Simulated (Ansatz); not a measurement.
All values below come from B3LYP-D3(BJ)/def2-TZVP (Ansatz, an electronic-structure program). No frequencies were computed at this level.

Ansatz 0.2 input:
```yaml
crystal:
  periodic: [false, false, false]
  atoms:
    - { symbol: C, position_ang: [-0.619538, -0.033697, 0.09208] }
    - { symbol: S, position_ang: [0.413169, 1.43291, -0.27505] }
    - { symbol: S, position_ang: [2.036868, 0.106491, -0.091492] }
    - { symbol: S, position_ang: [0.557189, -1.370723, -0.332037] }
    - { symbol: H, position_ang: [-1.501422, -0.066126, -0.541192] }
    - { symbol: H, position_ang: [-0.886268, -0.068855, 1.14769] }
basis:
  gaussian: { orbitals: def2-tzvp }
hamiltonian:
  xc: b3lyp
  dispersion: d3bj
relax:
  max_steps: 150
```

Output:

```
Functional definition: B3LYP
1081 factors; their error is unknown
mean field evaluation 1: about -33573.7800 eV, gradient 4.1e1 eV
mean field evaluation 2: about -33568.2204 eV, gradient 5.9e1 eV
mean field evaluation 4: about -33577.5117 eV, gradient 3.1e0 eV
mean field evaluation 8: about -33577.5404 eV, gradient 1.1e-1 eV
mean field evaluation 16: about -33577.5872 eV, gradient 1.3e-4 eV
mean field -33577.58719466 eV, -1233.9535696976 hartree, gradient 5.5e-5 eV, S^2 0.000000; 0 other end points of the search recorded, 0 dependent functions left out
reference -33577.58741857 eV, -1233.9535779261 hartree; 28, 28 occupied and 126, 126 virtual orbitals, 1081 factors
relax step   1: F+E_penalty+E_count = -33577.97892077 eV  Δ(F+E_penalty+E_count) = +0.000e0 eV  max|allowed force component| = 6.735e-1 eV/Å  Δτ_max = 0.0000 Å  (32 SCF iters, accepted)
these checks for a lower state are left out or cut short: starts, cluster_reference, orbital_swaps, neighbouring_geometries, increment
1081 factors; their error is unknown
mean field -33577.60694395 eV, -1233.9542954706 hartree, gradient 1.9e-5 eV, S^2 0.000000; 0 other end points of the search recorded, 0 dependent functions left out
reference -33577.60716792 eV, -1233.9543037016 hartree; 28, 28 occupied and 126, 126 virtual orbitals, 1081 factors
relax step   2: F+E_penalty+E_count = -33577.99801929 eV  Δ(F+E_penalty+E_count) = -1.910e-2 eV  max|allowed force component| = 1.387e-1 eV/Å  Δτ_max = 0.0377 Å  (33 SCF iters, accepted)
these checks for a lower state are left out or cut short: starts, cluster_reference, orbital_swaps, neighbouring_geometries, increment
1081 factors; their error is unknown
mean field evaluation 32: about -33577.6137 eV, gradient 1.8e-3 eV
mean field -33577.61367112 eV, -1233.9545426898 hartree, gradient 2.2e-5 eV, S^2 0.000000; 0 other end points of the search recorded, 0 dependent functions left out
reference -33577.61389519 eV, -1233.9545509239 hartree; 28, 28 occupied and 126, 126 virtual orbitals, 1081 factors
relax step   3: F+E_penalty+E_count = -33578.00519668 eV  Δ(F+E_penalty+E_count) = -7.177e-3 eV  max|allowed force component| = 1.125e-1 eV/Å  Δτ_max = 0.0518 Å  (32 SCF iters, accepted)
these checks for a lower state are left out or cut short: starts, cluster_reference, orbital_swaps, neighbouring_geometries, increment
1081 factors; their error is unknown
mean field -33577.61527940 eV, -1233.9546017927 hartree, gradient 1.7e-5 eV, S^2 0.000000; 0 other end points of the search recorded, 0 dependent functions left out
reference -33577.61550322 eV, -1233.9546100182 hartree; 28, 28 occupied and 126, 126 virtual orbitals, 1081 factors
relax step   4: F+E_penalty+E_count = -33578.00728084 eV  Δ(F+E_penalty+E_count) = -2.084e-3 eV  max|allowed force component| = 7.417e-2 eV/Å  Δτ_max = 0.0246 Å  (33 SCF iters, accepted)
these checks for a lower state are left out or cut short: starts, cluster_reference, orbital_swaps, neighbouring_geometries, increment
1081 factors; their error is unknown
mean field -33577.61530807 eV, -1233.9546028464 hartree, gradient 1.7e-5 eV, S^2 0.000000; 0 other end points of the search recorded, 0 dependent functions left out
reference -33577.61553166 eV, -1233.9546110631 hartree; 28, 28 occupied and 126, 126 virtual orbitals, 1081 factors
relax step   5: F+E_penalty+E_count = -33578.00773809 eV  Δ(F+E_penalty+E_count) = -4.573e-4 eV  max|allowed force component| = 6.182e-3 eV/Å  Δτ_max = 0.0200 Å  (34 SCF iters, accepted)
these checks for a lower state are left out or cut short: starts, cluster_reference, orbital_swaps, neighbouring_geometries, increment
1081 factors; their error is unknown
mean field -33577.61548125 eV, -1233.9546092107 hartree, gradient 1.7e-5 eV, S^2 0.000000; 0 other end points of the search recorded, 0 dependent functions left out
reference -33577.61570490 eV, -1233.9546174298 hartree; 28, 28 occupied and 126, 126 virtual orbitals, 1081 factors
relax step   6: F+E_penalty+E_count = -33578.00779476 eV  Δ(F+E_penalty+E_count) = -5.667e-5 eV  max|allowed force component| = 3.102e-3 eV/Å  Δτ_max = 0.0071 Å  (35 SCF iters, accepted)
1081 factors; their error is unknown
mean field evaluation 64: about -33577.6155 eV, gradient 1.8e-3 eV
mean field -33577.61548125 eV, -1233.9546092107 hartree, gradient 1.7e-5 eV, S^2 0.000000; 1 other end points of the search recorded, 0 dependent functions left out
reference -33577.61570490 eV, -1233.9546174298 hartree; 28, 28 occupied and 126, 126 virtual orbitals, 1081 factors
Total energy: -33578.00801842 eV, -1233.9690346856 hartree
Atom 0 at    -0.619270    -0.033500     0.083059 Å, force     0.003102     0.000117     0.002079 eV/Å
Atom 1 at     0.403028     1.426035    -0.350045 Å, force    -0.001430    -0.002551    -0.000731 eV/Å
Atom 2 at     2.033207     0.104055     0.019114 Å, force    -0.000375    -0.000030     0.000541 eV/Å
Atom 3 at     0.546241    -1.361889    -0.406713 Å, force    -0.001686     0.002418    -0.000630 eV/Å
Atom 4 at    -1.537907    -0.068890    -0.497429 Å, force     0.001072     0.000052     0.000137 eV/Å
Atom 5 at    -0.825301    -0.065811     1.152014 Å, force    -0.000683    -0.000007    -0.001397 eV/Å
Dipole moment:    -0.331669    -0.019027     0.097893 e Å
```

Cost: roughly 50 core-seconds.
